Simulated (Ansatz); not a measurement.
```yaml
crystal:
  periodic: [false, false, false]
  atoms:
    - {symbol: Cr, position_ang: [0.182373, -0.000864, 0.127193]}
    - {symbol: H, position_ang: [0.089628, -0.015774, 1.723657]}
    - {symbol: H, position_ang: [1.648522, 0.007502, -0.511447]}
    - {symbol: H, position_ang: [-0.965920, 0.748535, -0.656526]}
    - {symbol: H, position_ang: [-0.954615, -0.739409, -0.682868]}
basis:
  gaussian: {orbitals: def2-TZVP, initial_orbitals: start.molden}
hamiltonian: {xc: pbe}
correlation: {method: rpa}
scf: {omitted_lower_state_checks: [starts]}
```

The file start.molden holds the orbitals of an earlier run on this structure, at another level or in another basis.

```sh
$ ansatz run in.yaml --threads 2 --pin off --events-out ev --progress --plain --max-ram 4352MiB
```

It prints (some lines left out):

```
Functional definition: PBE
621 factors; integrals over basis functions are off by at most 8.1e-4 eV
mean field evaluation 1: about -28475.0782 eV, gradient 7.3e0 eV
mean field evaluation 2: about -28475.2082 eV, gradient 2.4e-1 eV
mean field evaluation 4: about -28475.2024 eV, gradient 1.5e-3 eV
mean field -28475.20237350 eV, -1046.4443860408 hartree, gradient 2.1e-6 eV, S^2 0.000000; 0 other end points of the search recorded, 0 dependent functions left out; unrestricted orbitals would lower it
mean field evaluation 8: about -28442.6595 eV, gradient 2.1e1 eV
mean field evaluation 16: about -28445.6403 eV, gradient 1.6e0 eV
5 core orbitals not correlated: weight in the atoms' cores, before any rotation towards them, 1.000 or more for the frozen orbitals, at most 0.000 for the correlated occupied ones
reference -28442.33943518 eV, -1045.2366953328 hartree; 9, 9 occupied and 55, 55 virtual orbitals, 621 factors
Error: the energy between an occupied orbital and the lowest state that it is excited into in its spin channel is -0.3944 eV and must be positive: a state without a gap has no random-phase energy
```

Q: Can the result of this run be used?

A: No. The run stopped with an error. The reference has no gap: an occupied orbital lies above an empty one, and the correlation energy can't be formed.
